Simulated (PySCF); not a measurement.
C2H10AlN3, SMILES C[N](C)[Al]([NH2])[NH2] at its GFN2-xTB optimised geometry (Å):

```
16

Al    -0.6833     0.0000     0.0000
N     -1.5703    -1.5425     0.0000
H     -2.5793    -1.5862    -0.0202
H     -1.2050    -2.4831     0.0298
N     -1.5703     1.5425     0.0000
H     -1.2050     2.4831    -0.0297
H     -2.5793     1.5862     0.0202
N      1.1224     0.0000     0.0000
C      1.9326    -1.1980    -0.0521
C      1.9326     1.1980     0.0520
H      2.5793    -1.2035    -0.9400
H      2.5786    -1.2821     0.8324
H      1.2826    -2.0706    -0.0916
H      2.5793     1.2035     0.9400
H      2.5785     1.2821    -0.8324
H      1.2826     2.0706     0.0916
```

Calculation: CAM-B3LYP/def2-TZVP run with PySCF. Cells within 0.4 Å of a nucleus heavier than hydrogen are left out (blank, or x).

Map of the log10 of the electron density (e/bohr³), floored at −4 on the plane z = 0.0 Å:

```
|0000000000000000000000000000000|
|0000000000000000000000000000000|
|0000000000000000000000000000000|
|0000000000111000000000000000000|
|0000000012233210011111000000000|
|0000001123444432223332110000000|
|0000012345666543334444321000000|
|0000123456788643456665432210000|
|0001235667898754467876554321000|
|0001346788998754568988765431000|
|0001357999xx8754567898876532000|
|0001356899xx97655678xx986542100|
|00012457789987656678xx986542100|
|0000234567788776778998876532100|
|0000123456679x9789xx98765431000|
|000001234567xxx889xx97654321000|
|0000123456679x9789xx98765431000|
|0000234567788776778998876532100|
|00012457789987656678xx986542100|
|0001356899xx97655678xx986542100|
|0001357999xx8754567898876532000|
|0001346788998754568988765431000|
|0001235667898754467876554321000|
|0000123456788643456665432210000|
|0000012345666543334444321000000|
|0000001123444432223332110000000|
|0000000012233210011111000000000|
|0000000000111000000000000000000|
|0000000000000000000000000000000|
|0000000000000000000000000000000|
|0000000000000000000000000000000|
```
Scale: ten equal steps from -4.00 (start of '0') to -0.258 (end of '9'), in the order '0123456789'; x runs from -5.00 to 5.00, y from -5.00 (bottom) to 5.00 (top).
